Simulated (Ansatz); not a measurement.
Compare A (`NCS[SiH3]`) with its isomer B (`NC[SiH2]S`).

Calculated with Ansatz (gas phase, PBE0-D4/def2-TZVP geometries, no zero-point term in ΔE). CCSD(T)/CBS is the MP2 limit (def2-TZVPP, def2-QZVPP) plus CCSD(T) − MP2 in def2-TZVPP, frozen cores. DFT in def2-TZVPP. B3LYP here is the variant with VWN-RPA as its local correlation; programs differ in this. Each species was taken in one conformer, which may not be the lowest.

(1) Which is lower in electronic energy at CCSD(T)/CBS, and by how much? (Best estimate.)

(2) Give E(B) − E(A) in kcal/mol with r2SCAN-D4, PBE-D4, B2PLYP, B3LYP-D4, ωB97M-V, CCSD/def2-TZVPP, PBE0-D4. (An estimate is asked.)

Largest T1 diagnostic: 0.011.

Answers

(1) The calculation gave: B, by 9.9 kcal/mol.

(2) Computed: r2SCAN-D4 -9.8, PBE-D4 -9.1, B2PLYP -9.8, B3LYP-D4 -9.5, ωB97M-V -10.4, CCSD/def2-TZVPP -10.5, PBE0-D4 -9.7. None reverses the order clearly.
